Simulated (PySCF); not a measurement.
CH₈SSi₂, SMILES [SiH3]C[SiH2]S (GFN2-xTB optimised geometry):

```
12

Si     1.856    -0.576     0.000
C     -0.049    -0.576     0.000
Si    -0.900     1.119     0.000
S     -0.491     2.168     1.836
H      2.353     0.038     1.235
H      2.336     0.193    -1.150
H      2.335    -1.956    -0.082
H     -0.392    -1.118    -0.881
H     -0.397    -1.148     0.861
H     -2.353     1.022     0.014
H     -0.422     1.956    -1.097
H      0.829     2.100     1.765
```

Calculation: B3LYP/def2-TZVP (PySCF 2.14.0).

Problem. What are the frontier orbital energies and the dipole moment?

Solution. HOMO-2 -8.85 eV, HOMO-1 -8.62 eV, HOMO -7.02 eV, LUMO -0.02 eV, LUMO+1 0.09 eV; dipole moment 1.73 D.

Meta-Löwdin charges at B3LYP/def2-TZVP: Si1 0.52, C2 -0.68, Si3 0.63, S4 -0.32, H5 -0.11, H6 -0.11, H7 -0.10, H8 0.13, H9 0.14, H10 -0.10, H11 -0.11, H12 0.10.
